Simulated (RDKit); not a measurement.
A run for RDKit: UFF on C3H6O (SMILES C=COC), a point of a torsion scan.

```python
from rdkit import Chem
from rdkit.Chem import AllChem, rdDetermineBonds

blocks = [
'''10

C     1.74142668    0.12170393    0.04394066
C     0.62233595   -0.57818421    0.01642994
O    -0.55933659   -0.07612053   -0.45578307
C    -1.09381723   -0.79856192   -1.54048925
H     1.76468280    1.14374395   -0.29075092
H     2.64063275   -0.28481646    0.46832719
H     0.58514530   -1.62263400    0.32525498
H    -2.07084008   -0.36711366   -1.74986608
H    -1.20849328   -1.86164299   -1.29401982
H    -0.45533568   -0.70815036   -2.42604450
''',
]
mol = None
for b in blocks:
    f = Chem.MolFromXYZBlock(b)
    rdDetermineBonds.DetermineBonds(f, charge=0)
    mol = f if mol is None else Chem.CombineMols(mol, f)
Chem.SanitizeMol(mol)
print(Chem.MolToSmiles(Chem.RemoveHs(mol)))
ff = AllChem.UFFGetMoleculeForceField(mol, vdwThresh=100.0, ignoreInterfragInteractions=False)
e = ff.CalcEnergy()
print(f'UFF energy {e:.6f} kcal/mol')
```

The log:

```
C=COC
UFF energy 12.704458 kcal/mol
```

The run finished.

Cost: about 0.020 core-seconds (a rough figure).
